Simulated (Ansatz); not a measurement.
One change: `CCNCF` becomes `FCN[SiH2]F`.

Ansatz, PBE0-D4/def2-TZVP geometries, multiplicity 1. Each molecule was computed in one conformer, which needn't be the lowest.

| property | `CCNCF` |
| --- | --- |
| HOMO–LUMO gap (ωB97M-V/def2-TZVPP) / eV | 12.17 |
| size of the dipole moment (B3LYP/def2-TZVPP) / D | 1.45 |
| HOMO energy (ωB97M-V/def2-TZVPP) / eV | -9.60 |
| LUMO energy (PBE/def2-TZVPP) / eV | 0.33 |
| size of the dipole moment (ωB97M-V/def2-TZVPP) / D | 1.43 |
| LUMO energy (PBE0/def2-TZVPP) / eV | 1.16 |

Task: Give the same properties after the change, and the shifts. (Estimate.)

Result: Computed: 
```json
{"property": "HOMO–LUMO gap (ωB97M-V/def2-TZVPP) / eV", "`FCN[SiH2]F`": "12.97", "shift": "0.80"}
{"property": "size of the dipole moment (B3LYP/def2-TZVPP) / D", "`FCN[SiH2]F`": "2.80", "shift": "1.35"}
{"property": "HOMO energy (ωB97M-V/def2-TZVPP) / eV", "`FCN[SiH2]F`": "-10.84", "shift": "-1.24"}
{"property": "LUMO energy (PBE/def2-TZVPP) / eV", "`FCN[SiH2]F`": "-0.25", "shift": "-0.58"}
{"property": "size of the dipole moment (ωB97M-V/def2-TZVPP) / D", "`FCN[SiH2]F`": "2.76", "shift": "1.33"}
{"property": "LUMO energy (PBE0/def2-TZVPP) / eV", "`FCN[SiH2]F`": "0.61", "shift": "-0.55"}
```

With PBE0 the HOMO falls by 1.22 eV and the LUMO falls by 0.55 eV, so the gap widens by about 0.67 eV. PBE moves the HOMO by -1.21 eV and ωB97M-V by -1.24 eV. Dipoles are sizes alone; their direction can turn.

B3LYP here is the variant with VWN-RPA as its local correlation; programs differ in this.
